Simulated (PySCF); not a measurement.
**Oxygen: a sound run and one with changed settings**

Sound run: O²⁺ [He] 2s2 2p2, O³⁺ [He] 2s2 2p1. Computed with PySCF 2.14 in 6-31G*, with no relativity, point nucleus. In the sound run the correlated levels freeze 1s2. The sound run starts from symmetry-adapted Hartree-Fock orbitals and uses a fine grid where one is needed.

A second run was set up differently.

```
species   method  sound run (hartree)  changed run (hartree)  converged
    O²⁺      MP2            -73.11429              -73.11551        yes
    O²⁺  CCSD(T)            -73.13686              -73.13790        yes
    O³⁺      MP2            -71.10256              -71.10394        yes
    O³⁺  CCSD(T)            -71.13452              -71.13558        yes
```

Ionisation energy of O²⁺:

| method | sound run (eV) | changed run (eV) |
| --- | --- | --- |
| UHF | 54.682 | 54.682 |
| MP2 | 54.742 | 54.738 |
| SCS-MP2 | 54.653 | 54.647 |
| CCSD | 54.482 | 54.482 |
| CCSD(T) | 54.486 | 54.486 |

Question: What was changed?
A. too few SCF iterations
B. all electrons correlated in a valence basis
C. level shift left on
D. minimal basis

Answer: B. A valence basis has no tight correlating functions, so it recovers only part of the core correlation, and not evenly between atom and ion.
